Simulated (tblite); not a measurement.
Compound: C6H7FO2.
Numbering: `[CH3:1][O:2][C:3]1=[C:4]([F:5])[CH2:6][CH2:7][C:8]1=[O:9]` (hydrogens: H10, H11, H12 on C1; H13, H14 on C6; H15, H16 on C7)

Computed with GFN2-xTB (tblite), gas phase: Langevin dynamics at 300 K from the optimised GFN2-xTB geometry, time step 0.5 fs, friction 0.01 fs⁻¹, 2000 steps.

Start geometry:
```
atom  x, y, z in Å
C1      2.675   -0.056    0.361
O2      1.543    0.624    0.862
C3      0.347    0.294    0.346
C4     -0.028   -0.588   -0.595
F5      0.768   -1.417   -1.301
C6     -1.495   -0.630   -0.865
C7     -2.057    0.417    0.096
C8     -0.866    0.987    0.850
O9     -0.908    1.840    1.696
H10     3.528    0.349    0.901
H11     2.605   -1.132    0.542
H12     2.803    0.119   -0.711
H13    -1.701   -0.393   -1.911
H14    -1.893   -1.629   -0.674
H15    -2.761   -0.005    0.812
H16    -2.569    1.229   -0.421
```

The statistics below take the 31 frames saved every 25 fs from 250 to 1000 fs; their kinetic temperature (all 3N coordinates) averages 296 K.

Q: How do the bond lengths spread?

A: 
| bond | start (Å) | mean (Å) | standard deviation (Å) | shortest (Å) | longest (Å) |
| --- | --- | --- | --- | --- | --- |
| C1–O2 | 1.413 | 1.423 | 0.031 | 1.341 | 1.481 |
| O2–C3 | 1.343 | 1.343 | 0.027 | 1.296 | 1.417 |
| C3=C4 | 1.343 | 1.345 | 0.026 | 1.298 | 1.401 |
| C4–F5 | 1.349 | 1.353 | 0.025 | 1.303 | 1.400 |
| C4–C6 | 1.493 | 1.499 | 0.029 | 1.460 | 1.560 |
| C6–C7 | 1.528 | 1.538 | 0.029 | 1.470 | 1.614 |
| C7–C8 | 1.520 | 1.521 | 0.034 | 1.427 | 1.605 |
| C8=O9 | 1.202 | 1.204 | 0.018 | 1.167 | 1.230 |
| C3–C8 | 1.485 | 1.501 | 0.038 | 1.415 | 1.588 |
| C1–H10 | 1.088 | 1.096 | 0.031 | 1.036 | 1.158 |
| C1–H11 | 1.093 | 1.100 | 0.031 | 1.040 | 1.180 |
| C1–H12 | 1.093 | 1.090 | 0.025 | 1.045 | 1.130 |
| C6–H13 | 1.093 | 1.095 | 0.019 | 1.058 | 1.136 |
| C6–H14 | 1.093 | 1.092 | 0.021 | 1.051 | 1.145 |
| C7–H15 | 1.090 | 1.096 | 0.027 | 1.056 | 1.164 |
| C7–H16 | 1.090 | 1.088 | 0.021 | 1.037 | 1.135 |

Q: Give the same statistics for bond angles, one of each kind among heavy atoms.

A: 
```csv
angle,start (°),mean (°),standard deviation (°),smallest (°),largest (°)
C1–O2–C3,117.3,118.2,3.4,108.9,128.1
O2–C3–C4,132.8,133.8,3.6,127.7,140.3
O2–C3–C8,118.8,117.9,3.1,111.0,124.9
C4–C3–C8,108.4,107.9,2.8,102.6,114.3
C3–C4–F5,127.3,127.6,3.0,121.4,134.4
C3–C4–C6,114.8,114.9,3.1,108.0,121.9
F5–C4–C6,117.9,117.2,3.0,110.3,122.2
C4–C6–C7,103.2,102.6,2.5,97.9,108.0
C6–C7–C8,106.3,106.0,2.1,102.1,109.5
C7–C8–O9,126.0,126.0,3.9,116.7,133.3
C3–C8–C7,107.2,106.9,2.3,102.6,111.0
C3–C8–O9,126.8,126.6,3.9,120.4,134.5
```

Q: How far does each atom move about its mean position (frames aligned on the start, all atoms weighted alike), and what rms force does it feel?

A: 
```csv
atom,rms displacement (Å),rms force (eV/Å)
C1,0.08,1.91
O2,0.22,1.50
C3,0.13,2.19
C4,0.10,1.88
F5,0.22,0.93
C6,0.08,1.73
C7,0.07,1.71
C8,0.11,2.10
O9,0.21,1.56
H10,0.60,1.04
H11,0.52,1.07
H12,0.58,0.92
H13,0.19,0.76
H14,0.22,0.78
H15,0.24,0.90
H16,0.21,0.82
```

The displacements run from 0.07 to 0.60 Å, the largest at H10.

Q: Follow the torsion C1–O2–C3–C4 through every second one of these frames.

A: 
| t (fs) | C1–O2–C3–C4 (°) |
| --- | --- |
| 250 | 38 |
| 300 | 30 |
| 350 | 26 |
| 400 | 6 |
| 450 | -14 |
| 500 | -6 |
| 550 | -13 |
| 600 | -15 |
| 650 | 1 |
| 700 | 1 |
| 750 | 6 |
| 800 | -19 |
| 850 | -2 |
| 900 | 8 |
| 950 | -10 |
| 1000 | -7 |

Largest departure from the start value over all these frames: C1–O2–C3–C4 39° (start 0°).

Q: How widely does the potential energy scatter, against a harmonic estimate?

A: Mean 0.51 eV above the start, standard deviation 0.102 eV, range 0.35 to 0.71 eV. For 42 classical harmonic modes at 300 K the canonical values are 42kT/2 = 0.54 eV and kT·√(42/2) = 0.118 eV.

The run is classical and short, so these are rough statistics of one trajectory.

What follows is the cost of the whole dynamics run. Time: 11 s of wall time; peak memory 0.18 GiB. Hardware: INTEL XEON PLATINUM 8581C at 2.30 GHz, one thread, shared host.
